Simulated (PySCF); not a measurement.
# Radial density of Xe⁺ (xenon, charge +1)

PBEsol, [Kr] 4d10 5s2 5p5, 2P determinant. All numbers are calculated (PySCF 2.14, scalar relativity through the core potential, in aug-cc-pwCVDZ-PP with ECP28MDF (6s5p4d1f, 48 functions)). This is the valence pseudo-density: the core potential removes the inner electrons and smooths the orbitals near the nucleus.

```
r (bohr)  4πr²ρ (e/bohr)  4πr²(ρα − ρβ)
 0.00125       1.384e-05         0.0000
 0.00210       3.895e-05         0.0000
 0.00353       0.0001086         0.0000
 0.00594       0.0002947         0.0000
 0.00998       0.0007447         0.0000
  0.0168        0.001584         0.0000
  0.0282        0.002508         0.0000
  0.0475        0.003330         0.0000
  0.0799        0.005883         0.0000
   0.134         0.04195         0.0003
   0.226          0.4876         0.0028
   0.380           6.676         0.0444
   0.640           28.51         0.1241
    1.08           13.15         0.0625
    1.81           5.055         0.6214
    3.04           1.199         0.1939
    5.12         0.04183         0.0062
    8.61       3.144e-05         0.0000
```

Energies and moments cover only the electrons outside the core potential.
